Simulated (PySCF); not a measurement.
C₂H₃N₃, SMILES c1nc[nH]n1. Heavy atoms are numbered as in [cH:1]1[n:2][cH:3][nH:4][n:5]1. Hydrogens are named by the atom that carries them.

Coordinates come from a PBE0-D3(BJ)/def2-SVP optimisation.

Computed with PBE0/pcSseg-1 run with PySCF.

GIAO shieldings, no solvent; atoms alike by connectivity are averaged. δ = σ(ref) − σ: ¹³C against TMS (σ = 186.3 ppm); ¹⁵N against NH3 (σ = 267.4 ppm); ¹H against TMS (σ = 31.56 ppm), references at their B3LYP-D3(BJ)/def2-TZVP geometries, non-relativistic.

**Question.** Estimate the chemical shifts. (The exact figures need the calculation; the answer reports its results.)

**Answer.** 
| nucleus | atoms | count | δ (ppm) |
|---|---|---|---|
| ¹³C | C1 (CH) | 1 | 157.9 |
| ¹³C | C3 (CH) | 1 | 146.3 |
| ¹⁵N | N5 | 1 | 327.5 |
| ¹⁵N | N2 | 1 | 292.1 |
| ¹⁵N | N4 (NH) | 1 | 226.7 |
| ¹H | H on N4 | 1 | 9.96 |
| ¹H | H on C3 | 1 | 8.26 |
| ¹H | H on C1 | 1 | 8.22 |
